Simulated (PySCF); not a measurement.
# Reading the logs of faulty runs: B2C2H7

Calculated results; nothing here was measured. They come from PySCF 2.14.0, an open-source quantum chemistry program, on an isolated molecule that a program drew, which may never have been made. The molecule is B2C2H7 (charge 0, doublet), drawn as the SMILES string `BCB[CH2]`.

Each row is a Hartree-Fock (HF) and frozen-core CCSD(T) single point in the cc-pVDZ basis, meant for a local HF minimum. Run 1 is clean. Each other run has one planted mistake out of seven kinds, and not every kind appears here: one electron removed, one electron added, multiplicity raised by two, geometry at a saddle point, minimal basis STO-3G, one bond length entered in bohr, all coordinates scaled. The reference is restricted for singlets and unrestricted otherwise, and also for a bond in bohr. Adding or removing an electron swaps singlet and doublet. Electrons count all cores. HOMO and LUMO are orbital energies over both spins, the gradient is its largest component, and the lowest frequency (negative if imaginary) is given only where the gradient is small. Bond lengths are over the 10 bonds as drawn. T1 is the CCSD diagnostic: over 0.02 (restricted) or 0.045 (unrestricted) a single reference is doubtful.

Geometry of the clean run:
```xyz
11
B2C2H7, angstrom
B    -0.8474   -0.6536   -1.3718
C     0.0256   -0.2601   -0.1286
B     0.3608   -1.5357    0.7517
C    -0.1383   -1.7039    2.2031
H    -2.0022   -0.3297   -1.4614
H    -0.3750   -1.3157   -2.2579
H     1.0010    0.0626   -0.5257
H    -0.4141    0.5457    0.4629
H     1.0300   -2.4133    0.2691
H     0.0983   -2.5741    2.8085
H    -0.7524   -0.9608    2.7054
```

| run | electrons | basis functions | <S^2> | HOMO (eV) | LUMO (eV) | gradient (hartree/bohr) | lowest frequency (cm^-1) | mean bond (Å) | longest bond (Å) | T1 | HF (hartree) | CCSD(T) (hartree) | mistake |
|---|---|---|---|---|---|---|---|---|---|---|---|---|---|
| 1 | 29 | 91 | 0.757 | -10.74 | 1.15 | 2.4e-05 | 63 | 1.2676 | 1.586 | 0.0126 | -129.13568 | -129.63051 | no fault |
| 2 | 29 | 91 | 1.453 | -10.21 | 1.07 | 1.8e-02 | - | 1.3647 | 2.064 | 0.0566 | -129.01001 | -129.50310 | one bond length entered in bohr |
| 3 | 30 | 91 | 0.000 | -1.34 | 6.95 | 8.1e-02 | - | 1.2676 | 1.586 | 0.0181 | -129.12758 | -129.67717 | one electron added |
| 4 | 29 | 27 | 0.760 | -9.66 | 4.92 | 2.5e-02 | - | 1.2676 | 1.586 | 0.0115 | -127.57371 | -127.78655 | minimal basis STO-3G |
| 5 | 29 | 91 | 0.756 | -10.85 | 1.15 | 3.9e-02 | - | 1.2042 | 1.506 | 0.0121 | -129.11031 | -129.59868 | all coordinates scaled |
| 6 | 28 | 91 | 0.000 | -16.54 | -7.79 | 9.0e-02 | - | 1.2676 | 1.586 | 0.0270 | -128.79792 | -129.27286 | ? |

**Which mistake was planted in run 6, and what did it cost?**

It counts 28 electrons, one fewer than the clean run, at the same geometry and basis. So the mistake is: one electron removed. Subtracting run 1 and multiplying by 627.51 kcal/mol a hartree, the energy moved by 211.9 kcal/mol in HF and 224.4 kcal/mol in CCSD(T).

Cautions from the logs. Run 2: T1 is over the limit, so its CCSD(T) energy is less reliable; run 6: T1 is over the limit, so its CCSD(T) energy is less reliable.
